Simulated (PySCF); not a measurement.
# An isoelectronic set: 42 electrons

CCSD(T) in PySCF with def2-SVPD on every atom (core potentials on Sr), for the lowest determinant that a PBE0 search found; no spin–orbit coupling. All have 42 electrons, 4 of them in the valence shells, and the same state, a singlet (closed shell). For ions De leads to the atom and ion picked by measured ionisation energies and electron affinities.

```json
{"species": "NaZn⁻", "difference of nuclear charges": "19", "Re (Å)": "3.635", "ωe (cm⁻¹)": "46.8", "k (mdyn/Å)": "0.0218", "De (eV)": "0.11", "dissociates to": "Na⁻ + Zn"}
{"species": "SrLi⁻", "difference of nuclear charges": "35", "Re (Å)": "4.005", "ωe (cm⁻¹)": "126", "k (mdyn/Å)": "0.0612", "De (eV)": "0.50", "dissociates to": "Sr + Li⁻"}
{"species": "MgZn", "difference of nuclear charges": "18", "Re (Å)": "3.703", "ωe (cm⁻¹)": "47.5", "k (mdyn/Å)": "0.0232", "De (eV)": "0.07", "dissociates to": "Mg + Zn"}
{"species": "MgGa⁺", "difference of nuclear charges": "19", "Re (Å)": "3.146", "ωe (cm⁻¹)": "150", "k (mdyn/Å)": "0.235", "De (eV)": "0.82", "dissociates to": "Mg + Ga⁺"}
```

Question: Which member of the whole set has the stiffest bond, and how does it compare with the softest?

Answer: MgGa⁺ with k = 0.235 mdyn/Å, 11 times that of NaZn⁻.

Correlated steps freeze the inner cores (0 to 10 orbitals); shallow outer-core shells are correlated. Weak bonds: MgZn, NaZn⁻. Basis-set superposition, not corrected here, can be much of De in a small basis, most of all at correlated wavefunction levels. For an ion De counts to the pair picked by the measured ionisation energies or electron affinities, which need not be the lowest pair at this level. The CCSD T1 diagnostic is raised in SrLi⁻, a sign that a single reference may not be enough there.
